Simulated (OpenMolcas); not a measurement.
## Mo4+: ligand-field states by method

Mo4+ with 6 ligands (chloride) in octahedral coordination (Oh) at 2.41 Å. A charge of +0.333 e stands 2.4 Å behind each ligand. Ligand basis ANO-RCC-VDZP.
```
Mo    0.0000    0.0000    0.0000
Cl    2.4100    0.0000    0.0000
Cl    0.0000    2.4100    0.0000
Cl   -2.4100    0.0000    0.0000
Cl    0.0000   -2.4100    0.0000
Cl    0.0000    0.0000    2.4100
Cl    0.0000    0.0000   -2.4100
```

* Program: OpenMolcas
* Basis: ANO-RCC-VDZP [6s5p3d1f]
* Scalar Hamiltonian: DKH2, point nucleus
* Active space: 2 electrons in 5 orbitals (4d)
* State averaging: 2S+1 = 3 even, 10 roots; 2S+1 = 1 even, 15 roots
* Spin-orbit coupling: RASSI with atomic mean-field integrals over the reference wave functions

I. CASSCF
II. SS-CASPT2, IPEA 0.25 Eh, imaginary shift 0.1 Eh (closed shells correlated: 4s 4p and the ligand valence shells)

Spin-free states (labels of O, the rotations of Oh) in cm-1, each column counted from its own energy of the first state listed:

```json
{"State": "3T1", "Degeneracy": "3", "I": "0", "II": "0"}
{"State": "1T2", "Degeneracy": "3", "I": "9456", "II": "6520"}
{"State": "1E", "Degeneracy": "2", "I": "9726", "II": "6860"}
{"State": "3T2", "Degeneracy": "3", "I": "20827", "II": "23070"}
{"State": "1A1", "Degeneracy": "1", "I": "21464", "II": "16070"}
{"State": "3T1", "Degeneracy": "3", "I": "28589", "II": "28670"}
```

From I to II, I's first state of the same spin (3T2) moves from 20827 to 23070 cm-1, by about +2200 cm-1.

From I to II, I's first state of another spin (1T2) moves from 9456 to 6520 cm-1, by about -2900 cm-1.

I: A least-squares ligand-field fit to the states below 45000 cm-1, each weighted by its degeneracy and with a free common offset, gives 10Dq = 21595 cm-1, B = 607 cm-1 and C = 2481 cm-1 (C/B = 4.09), with an rms deviation of 496 cm-1. The same method and metal basis give the free ion B = 863 cm-1 (fit to its terms below 60000 cm-1, rms deviation 29 cm-1), so the nephelauxetic ratio is β = 607 / 863 = 0.70; it hangs on how both fits weigh the states, and computed free-ion B values tend to be too large, so β mixes covalency with correlation.

χT at 300 K: I 0.40, II 0.40 cm3 K/mol.

Roots that are degenerate in the reference are averaged as groups; the widest CASPT2 spread within a group is 790 cm-1 (the 3-fold group of multiplicity 1 near 30500 cm-1 above the lowest state of its run, II). Shifts and gaps below about the spread of the groups concerned are not significant. Over all roots computed the reference weight is 0.64 to 0.65 in II; a low but even weight reflects the number of correlated electrons. An orbital triplet at a regular site is open to Jahn-Teller coupling, which can distort the site and quench the lowest spin-orbit gaps and is left out. The least metal-like active orbital is 71 % on the metal (Löwdin) and no ligand orbital is active, so the numbers are rough. Ligand-to-metal charge-transfer states are missing. With no ligand orbital active B as a rule stays too high, so bands that hang on it stand too high and its fall with covalency is understated. Without dynamic correlation the repulsion within the d shell is too large (B by tens of per cent), so at a given field states of lower spin stand too high (holds for I). With metal d orbitals alone the field can be off either way by tens of per cent (holds for I). With one d shell and no ligand orbital active, 10Dq can be off by a tenth or more (holds for II). No measured value stands beside these numbers; the geometry was imposed, not optimised, and the real ion may take another.
